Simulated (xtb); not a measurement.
C₄H₇O₂ (SMILES [CH2]COC(C)=O), doublet, from a rough starting geometry; GFN2-xTB in xtb.

Here is a job for xtb.
```
$ xtb mol.xyz --gfn 2 --uhf 1 --opt vtight --json

# file mol.xyz
13

C      2.15442631    -0.05607297     0.45545343
C      1.32359479     0.32690762    -0.64477530
O      0.01284770    -0.31793753    -0.63460282
C     -0.84280737     0.26316108     0.25261592
C     -2.21149885    -0.37619497     0.10000533
O     -0.56162245     1.13111893     0.93876218
H      2.08726167     0.49901637     1.34702461
H      2.67115397    -0.99549301     0.47136520
H      1.77487404    -0.12377802    -1.63492926
H      1.21665048     1.39824680    -0.75749335
H     -2.12353967    -1.50645254    -0.23305076
H     -2.73041542     0.15281767    -0.66983515
H     -2.77602049    -0.36307966     1.06944470
```

It wrote (shortened):

```
   ID    Z sym.   atoms
    1    6 C      1, 2, 4, 5
    2    8 O      3, 6
    3    1 H      7-13

           -------------------------------------------------
          |                Calculation Setup                |
           -------------------------------------------------

           -------------------------------------------------
          |                 G F N 2 - x T B                 |
           -------------------------------------------------

          ...................................................
          :                      SETUP                      :
          :.................................................:
          :  # basis functions                  31          :
          :  # atomic orbitals                  31          :
          :  # shells                           19          :
          :  # electrons                        35          :
          :  max. iterations                   250          :
          :  Hamiltonian                  GFN2-xTB          :
          :  restarted?                      false          :
          :  GBSA solvation                  false          :
          :  PC potential                    false          :
          :  electronic temp.          300.0000000     K    :
          :  accuracy                    1.0000000          :
          :  -> integral cutoff          0.2500000E+02      :
          :  -> integral neglect         0.1000000E-07      :
          :  -> SCF convergence          0.1000000E-05 Eh   :
          :  -> wf. convergence          0.1000000E-03 e    :
          :  Broyden damping             0.4000000          :
          :  net charge                          0          :
          :  unpaired electrons                  1          :
          ...................................................

 iter      E             dE          RMSdq      gap      omega  full diag
   1    -20.3438222 -0.203438E+02  0.453E+00    4.31       0.0  T
   2    -20.3903141 -0.464919E-01  0.241E+00    3.50       1.0  T
   3    -20.3918638 -0.154969E-02  0.122E+00    3.70       1.0  T
   4    -20.3936213 -0.175747E-02  0.142E-01    3.36       1.0  T
   5    -20.3936962 -0.749212E-04  0.698E-02    3.41       1.0  T
   6    -20.3937007 -0.451149E-05  0.242E-02    3.43       1.1  T
   7    -20.3937013 -0.521404E-06  0.823E-03    3.43       3.4  T
   8    -20.3937014 -0.139532E-06  0.175E-03    3.42      15.9  T
   9    -20.3937014 -0.353205E-08  0.797E-04    3.42      34.8  T
  10    -20.3937014 -0.113389E-08  0.193E-04    3.42     143.6  T

   *** convergence criteria satisfied after 10 iterations ***

         :::::::::::::::::::::::::::::::::::::::::::::::::::::
         ::                     SUMMARY                     ::
         :::::::::::::::::::::::::::::::::::::::::::::::::::::
         :: total energy             -20.166687047637 Eh    ::
         :: gradient norm              0.191543890351 Eh/a0 ::
         :: HOMO-LUMO gap              3.421886413245 eV    ::
         ::.................................................::
         :: SCC energy               -20.393692974364 Eh    ::
         :: -> isotropic ES            0.042615918284 Eh    ::
         :: -> anisotropic ES          0.001175926357 Eh    ::
         :: -> anisotropic XC          0.005893959518 Eh    ::
         :: -> dispersion             -0.006623217123 Eh    ::
         :: repulsion energy           0.227005926726 Eh    ::
         :: add. restraining           0.000000000000 Eh    ::
         :: total charge               0.000000000000 e     ::
         :::::::::::::::::::::::::::::::::::::::::::::::::::::

      -----------------------------------------------------------
     |                   =====================                   |
     |                        A N C O P T                        |
     |                   =====================                   |
     |               Approximate Normal Coordinate               |
[...]
 * total energy  :   -20.1854939 Eh     change       -0.5489577E-06 Eh
 * total energy  :   -20.1854945 Eh     change       -0.5658265E-06 Eh
 * total energy  :   -20.1854951 Eh     change       -0.6257177E-06 Eh
 * total energy  :   -20.1854957 Eh     change       -0.5924822E-06 Eh
 * total energy  :   -20.1854973 Eh     change       -0.1630534E-05 Eh
 * total energy  :   -20.1854978 Eh     change       -0.5267385E-06 Eh
 * total energy  :   -20.1854989 Eh     change       -0.1009317E-05 Eh
 * total energy  :   -20.1854991 Eh     change       -0.2775886E-06 Eh
 * total energy  :   -20.1854995 Eh     change       -0.3469290E-06 Eh
 * total energy  :   -20.1854997 Eh     change       -0.2105694E-06 Eh
 * total energy  :   -20.1854998 Eh     change       -0.1132010E-06 Eh
 * total energy  :   -20.1854998 Eh     change       -0.3253136E-07 Eh
   *** GEOMETRY OPTIMIZATION CONVERGED AFTER 64 ITERATIONS ***
         :: total energy             -20.185499835549 Eh    ::
[...]
        22                          0.1270130               3.4562
        23                          0.1495707               4.0700
        24                          0.1540291               4.1913
        25                          0.1638364               4.4582
        26                          0.1907777               5.1913
        27                          0.2047646               5.5719
        28                          0.2608028               7.0968
        29                          0.3025426               8.2326
       ...                                ...                  ...
        31                          0.6515437              17.7294
      -------------------------------------------------------------
                  HL-Gap            0.0937907 Eh            2.5522 eV
             Fermi-level           -0.3249324 Eh           -8.8419 eV

     #   Z          covCN         q      C6AA      α(0)
     1   6 C        2.832    -0.109    30.738     9.085
     2   6 C        3.695     0.083    19.361     6.295
     3   8 O        1.701    -0.273    18.523     5.811
     4   6 C        2.711     0.366    20.792     7.464
     5   6 C        3.753    -0.146    23.374     6.894
     6   8 O        0.856    -0.398    21.634     6.236
     7   1 H        0.927     0.062     2.180     2.309
     8   1 H        0.926     0.052     2.294     2.369
     9   1 H        0.923     0.073     2.054     2.241
    10   1 H        0.924     0.056     2.252     2.347
    11   1 H        0.925     0.074     2.044     2.236
    12   1 H        0.925     0.081     1.969     2.195
    13   1 H        0.925     0.079     1.992     2.207

 Mol. C6AA /au·bohr⁶  :       1470.436168
 Mol. C8AA /au·bohr⁸  :      32066.829174
 Mol. α(0) /au        :         57.687048

Wiberg/Mayer (AO) data.
largest (>0.10) Wiberg bond orders for each atom

 ---------------------------------------------------------------------------
     #   Z sym  total        # sym  WBO       # sym  WBO       # sym  WBO
 ---------------------------------------------------------------------------
     1   6 C    3.227 --     2 C    1.096     7 H    0.983     8 H    0.983
     2   6 C    3.930 --     1 C    1.096    10 H    0.967     9 H    0.936
                             3 O    0.895
     3   8 O    2.303 --     4 C    1.151     2 C    0.895     6 O    0.175
     4   6 C    3.918 --     6 O    1.742     3 O    1.151     5 C    0.979
     5   6 C    3.991 --    11 H    0.980     4 C    0.979    13 H    0.975
                            12 H    0.956
     6   8 O    2.076 --     4 C    1.742     3 O    0.175
     7   1 H    0.996 --     1 C    0.983
     8   1 H    0.997 --     1 C    0.983
     9   1 H    0.993 --     2 C    0.936
    10   1 H    0.997 --     2 C    0.967
    11   1 H    0.995 --     5 C    0.980
    12   1 H    0.993 --     5 C    0.956
    13   1 H    0.994 --     5 C    0.975
 ---------------------------------------------------------------------------

Topologies differ in total number of bonds
Writing topology from bond orders to xtbtopo.mol

molecular dipole:
                 x           y           z       tot (Debye)
 q only:       -0.089      -0.307      -0.669
   full:       -0.185      -0.328      -0.778       2.197
molecular quadrupole (traceless):
                xx          xy          yy          xz          yz          zz
 q only:        5.911       1.717      -1.898      -0.648      -2.318      -4.013
  q+dip:        4.203       1.289       0.060      -0.324      -3.190      -4.263
   full:        4.901       1.191      -0.249      -0.555      -3.537      -4.652

optimized geometry written to: xtbopt.xyz

           -------------------------------------------------
          | TOTAL ENERGY              -20.185499835549 Eh   |
          | GRADIENT NORM               0.000029648685 Eh/α |
          | HOMO-LUMO GAP               2.552174183480 eV   |
           -------------------------------------------------
```
